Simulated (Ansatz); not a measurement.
Relaxation of C$_{2}$H$_{7}$AlOSi (12 atoms, charge 0, multiplicity 1), to a largest force component of 0.015 eV/Å in at most 40 steps.

Theory: Ansatz 0.2.0, RKS CAM-B3LYP-D4/def2-SVP.

```xyz
12
Properties=species:S:1:pos:R:3
C -2.302 1.349 0.757
C -1.257 0.733 0.395
O -0.413 1.288 -0.552
Al 1.250 0.422 -1.072
Si 2.675 1.558 -2.565
H -3.033 0.986 1.469
H -2.548 2.361 0.313
H -1.008 -0.212 0.837
H 1.615 -0.918 -0.437
H 1.954 1.730 -3.883
H 3.022 2.892 -2.063
H 3.864 0.728 -2.795
```

**Question.** Where does it end, and by what steps?

**Answer.** It converged. After 11 steps the energy has fallen by 0.845 eV; O3 moved furthest, 0.44 Å.

| step | energy less start (eV) | largest force component (eV/Å) | accepted |
| --- | --- | --- | --- |
| 0 | 0.0000 | 4.440 | yes |
| 1 | -0.6724 | 1.677 | yes |
| 2 | -0.7786 | 0.966 | yes |
| 3 | -0.8198 | 0.217 | yes |
| 4 | -0.8186 | 0.403 | no |
| 5 | -0.8347 | 0.126 | yes |
| 6 | -0.8210 | 0.562 | no |
| 7 | -0.8404 | 0.038 | yes |
| 8 | -0.8429 | 0.018 | yes |
| 9 | -0.8443 | 0.034 | yes |
| 10 | -0.8440 | 0.042 | no |
| 11 | -0.8445 | 0.005 | yes |

```xyz
12
Properties=species:S:1:pos:R:3
C -2.233 1.496 0.612
C -1.206 0.672 0.420
O -0.175 0.946 -0.401
Al 1.291 0.255 -0.946
Si 2.533 1.608 -2.544
H -3.037 1.215 1.292
H -2.285 2.457 0.096
H -1.151 -0.296 0.938
H 1.677 -1.166 -0.367
H 1.750 1.792 -3.802
H 2.821 2.962 -1.986
H 3.834 0.974 -2.907
```

The run took 37 s on 2 threads of Intel(R) Xeon(R) Platinum 8488C (Sapphire Rapids) (shared host), peak memory 0.32 GiB.
